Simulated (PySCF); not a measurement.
Input file for PySCF: R-MP2/6-31G* on CH3Cl (SMILES CCl) with ghost functions, monomers drawn apart or pushed together.

```python
from pyscf import gto, scf, dft, mp
from pyscf.data.elements import chemcore

mol = gto.M(
    atom='''
    C     0.34650101    0.20573793    5.07703314
    Cl   -0.91286839   -1.06202371    4.89326271
    H    -0.08539405    1.03469245    5.62960359
    H     1.18188999   -0.22309401    5.62225138
    H     0.65218698    0.51989025    4.08396225
    ghost-C    0.54158541   -0.47513715    0.21440206
    ghost-C   -0.39644416    0.46075376    0.22515610
    ghost-H    0.53829570   -1.28306080    0.93615322
    ghost-H    1.34178418   -0.47278051   -0.51613677
    ghost-H   -0.40370765    1.26947999   -0.49598543
    ghost-H   -1.19576630    0.44792732    0.95627562
    ''',
    basis='6-31g*',
    cart=True,
    charge=0, spin=0, verbose=3, max_memory=1800)
mf = scf.RHF(mol)
mf.conv_tol = 1e-8
mf.max_cycle = 100
mf.kernel()
if not mf.converged:
    mf = mf.newton().run(mf.mo_coeff, mf.mo_occ)
pt = mp.MP2(mf, frozen=chemcore(mol)).run()
```

Program output:

```
converged SCF energy = -499.093017476238
E(RMP2) = -499.354496645643  E_corr = -0.261479169405362
E(SCS-RMP2) = -499.352762116312  E_corr = -0.259744640073543
```

The run converged.

Cost: around 0.8 core-seconds (rough).
